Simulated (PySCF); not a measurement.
Al2H4, SMILES [AlH2][AlH2]. The structure is a stationary point at TPSSh-D3(BJ)/def2-TZVP.

The numbers are results of TPSSh-D3(BJ)/def2-TZVP (PySCF 2.14.0), not measurements.

Harmonic wavenumbers (cm⁻¹): 143, 300, 300, 341, 547, 547, 756, 815, 1885, 1902, 1902, 1905. Rotational constants (GHz): 68.76, 4.471, 4.471; symmetry number 4.

Work out the zero-point energy and the ideal-gas rigid-rotor harmonic-oscillator thermochemistry at 298.15 K and 1 atm.

ZPE = ½ Σ hcν = ½ × 11345 cm⁻¹ = 67.86 kJ/mol. H − E(el) = 84.12 kJ/mol. Entropy in J/(mol K): translation 159.39, rotation 84.60, vibration 34.95, total 278.93. G − E(el) = 0.96 kJ/mol. Cp = 77.46 J/(mol K). Modes under 150 cm⁻¹ make the vibrational entropy uncertain.
